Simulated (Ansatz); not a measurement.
Molecule: dibromo(difluoro)silane, sum formula SiBr$_{2}$F$_{2}$ (charge 0, singlet). 
Structure (B3LYP-D3(BJ)/def2-TZVP (Ansatz, a first-principles code) minimum search):
```
Si
F 1 1.5788
F 1 1.5788 2 107.38
Br 1 2.1872 2 109.17 3 -118.24
Br 1 2.1872 2 109.17 3 118.24
```
Charge 0, spin multiplicity 1.

Parts of the frozen-core correlation energy in def2-QZVPPD (Ansatz, hartree). Frozen orbitals: 35; correlated occupied orbitals by spin: 16 and 16; virtual: 353 and 353. Spin-orbit coupling is left out. No relativistic terms.

| term | value |
|---|---|
| reference (HF) | -5633.10863 |
| MP2 opposite-spin | (withheld) |
| MP2 same-spin | (withheld) |
| CCSD correlation | -1.04211 |
| (T) | (withheld) |
| T1 diagnostic | 0.011 |
| largest doubles amplitude | 0.020 |

Problem. Complete the blanks.

Solution. 
- MP2 opposite-spin, value: -0.76633
- MP2 same-spin, value: -0.25563
- (T), value: -0.04044
